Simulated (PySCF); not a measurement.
Compound: AlBrH2.
Bonds: Al1–Br2. Hydrogens: H3, H4 on Al1.

Method used: PySCF 2.14.0, PBE0-D3(BJ)/def2-SVP geometry optimisation, gas phase.

Q: How far are the bound atoms from Al1?

A: 3 atoms: H4 1.579 Å, H3 1.579 Å, Br2 2.258 Å.

Q: List the angles at Al1.

A: 
```csv
angle,degrees,distance of the outer atoms (Å)
H3–Al1–H4,124.8,2.80
Br2–Al1–H3,117.8,3.30
Br2–Al1–H4,117.4,3.30
```

Q: What is the shape at Al1?

A: Planar: angles 124.8°, 117.8° and 117.4°, sum 360.0°, 0.01 Å off the plane of its three neighbours.

Q: What are the rotational constants (commonest isotopes, rigid rotor)?

A: A = 128021, B = 4431, C = 4282 MHz: a near-prolate asymmetric top.

Point group: C2v (every atom within 0.08 Å of its image). Charge 0, singlet. Not checked by PBE0-D3(BJ)/def2-SVP frequencies.

Hardware: one thread, x86-64 server (shared host). Cost: 4.1 s wall. That covers the optimisation of the geometry.
